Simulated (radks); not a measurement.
Results of a calculation; reference values are marked as such.
The manganese ion Mn2+, [Ar] 3d5. Level of theory: non-relativistic Kohn-Sham, PBE, spin-polarised, spherical densities, point nucleus (a radial shooting solver on a logarithmic mesh with Libxc functionals). Every spin shell is full or empty, so the densities are truly spherical. Functionals are evaluated on that one density, not self-consistently. Rank these orbital-free kinetic functionals by their error against the exact value of the orbitals, and give that value: Thomas-Fermi, von Weizsacker, TF + vW, TF + vW/5, LC94, Thakkar, Pearson, LKT, DePristo-Kress, Ernzerhof.

Answer. Exact: 1149.01 hartree. From best to worst, with 100 (|E| - |E exact|)/|E exact| (equal figures are ties): LC94 -0.01, DePristo-Kress -0.08, Ernzerhof -0.30, Thakkar -0.38, Pearson -1.33, TF + vW/5 +3.94, Thomas-Fermi -6.62, LKT +25.50, TF + vW +46.15, von Weizsacker -47.23.
